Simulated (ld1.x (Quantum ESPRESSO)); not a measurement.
## Which change was made? (Rb, PAW)

```
Element                 : Rb (Z = 37)
Generator               : ld1.x (Quantum ESPRESSO) 7.5
Type                    : PAW
Functional              : LDA (PZ)
Relativity              : fully relativistic
Frozen core             : [Ar] 3d10
Valence charge          : 9
Reference configuration : 4s2 4p6 4d0 5s0 5p0 (charge +1)
Partial waves           : 4s (bound): rcut 1.95, rcutus 2.20 bohr; 5s (bound, empty): rcut 1.95, rcutus 2.20 bohr; 4p (bound): rcut 2.25, rcutus 2.65 bohr; 5p (bound, empty): rcut 2.25, rcutus 2.65 bohr; 4d (bound, empty): rcut 2.40, rcutus 3.25 bohr; 4d channel at 0.9 Ry: rcut 2.40, rcutus 3.25 bohr
Local potential         : all-electron potential smoothed inside 2.00 bohr (lloc = -1)
Core correction         : Bessel-smoothed model core inside 2.00 bohr
Augmentation charge     : PSQ, inside the norm-conserving radii
```

Open shells are filled in proportion to 2j + 1 (rel_dist='average').

Cutoffs, loose and tight: the cutoffs (Ry, on a coarse ladder) from which the occupation-weighted sum of valence levels, in a spherical-Bessel basis at the reference potential, stays within 10 and 1 mRy of its value at 400 Ry. They do not see the model core or the augmentation charge, which bear on the density cutoff. Test errors are all-electron minus pseudo excitation energies from the reference, over the configurations 4s2 4p6 4d0 5s1 5p0; 4s2 4p6 4d0 5s0.5 5p0; 4s2 4p6 4d0 5s0 5p1; 4s2 4p6 4d0.5 5s0.5 5p0; 4s1 4p6 4d0 5s1 5p0; 4s2 4p6 4d1 5s0 5p0; 4s2 4p5 4d0 5s1 5p0; variants that change the core or the reference have their own tests. The largest error is taken over the tests solved by every variant that gives reliable tests at all, those not shown here included: 4s2 4p6 4d0 5s0 5p1; 4s2 4p6 4d0 5s0.5 5p0; 4s2 4p6 4d0 5s1 5p0.

The base gives: outcome: generated; bound ghosts: not determined; largest test error (meV): +0.1.

Q: After one change the result is: outcome: generated; bound ghosts: not determined; largest test error (meV): +0.1. Which change was it?
A. scalar-relativistic
B. waves 4p (bound): rcut 2.25, rcutus 2.42 bohr; 5p (bound): rcut 2.25, rcutus 2.42 bohr
C. core [Kr], valence charge 1; reference 5s1 5p0; waves now 5s (bound): rcut 4.20, rcutus 4.70 bohr; 5s channel at 0.85 Ry: rcut 4.20, rcutus 4.70 bohr; 5p (bound): rcut 3.15, rcutus 3.85 bohr; 5p channel at 0.45 Ry: rcut 3.15, rcutus 3.85 bohr; 4d channel at 0.05 Ry: rcut 3.40, rcutus 4.30 bohr; local potential all-electron potential smoothed inside 4.20 bohr (lloc = -1); core correction a·sin(br)/r model core, default radius (ld1.x builds one for every PAW set, though the input has nlcc=.false.)

A: B. The others give: scalar-relativistic → outcome: generated, overlap not positive; bound ghosts: not determined (overlap not positive); largest test error (meV): +0.3 | core [Kr], valence charge 1; reference 5s1 5p0; waves now 5s (bound): rcut 4.20, rcutus 4.70 bohr; 5s channel at 0.85 Ry: rcut 4.20, rcutus 4.70 bohr; 5p (bound): rcut 3.15, rcutus 3.85 bohr; 5p channel at 0.45 Ry: rcut 3.15, rcutus 3.85 bohr; 4d channel at 0.05 Ry: rcut 3.40, rcutus 4.30 bohr; local potential all-electron potential smoothed inside 4.20 bohr (lloc = -1); core correction a·sin(br)/r model core, default radius (ld1.x builds one for every PAW set, though the input has nlcc=.false.) → outcome: failed: new_paw_hamiltonian: negative rho. A file whose overlap is not positive is unfit for use, and its test errors describe a broken file.
